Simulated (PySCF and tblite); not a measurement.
Results of a calculation; reference values are marked as such.
2 E/Z isomers of C₆H₁₀O, numbered alike:

| isomer | SMILES | descriptors |
| --- | --- | --- |
| A | [CH2:1]=[CH:2]/[C:3]([CH3:4])=[CH:5]\[CH2:6][OH:7] | 3=5 Z |
| B | [CH2:1]=[CH:2]/[C:3]([CH3:4])=[CH:5]/[CH2:6][OH:7] | 3=5 E |

Each isomer is a Boltzmann average at 298.15 K over at most 6 conformers: GFN2-xTB geometries, energies PBE0/pcSseg-1 (D3(BJ) added where defined), GFN2-xTB thermal terms. Programs: PySCF with density fitting and tblite.

Q: Rank the isomers by free energy at 298.15 K.

A: 
```
isomer  ΔG (kcal/mol)  ΔE, lowest conformer  conformers  largest weight %  rms dipole (D)
     B            0.0                   0.0           2                78            1.63
     A            0.6                   0.5           2                80            1.66
```

Q: If they could interconvert freely, what would the mixture hold (chiral isomers as racemates)?

A: B 75 %, A 25 %. A racemate gains RT ln 2.

The minima are those of GFN2-xTB; planar forms about aryl–S or allylic bonds may be saddles in DFT.
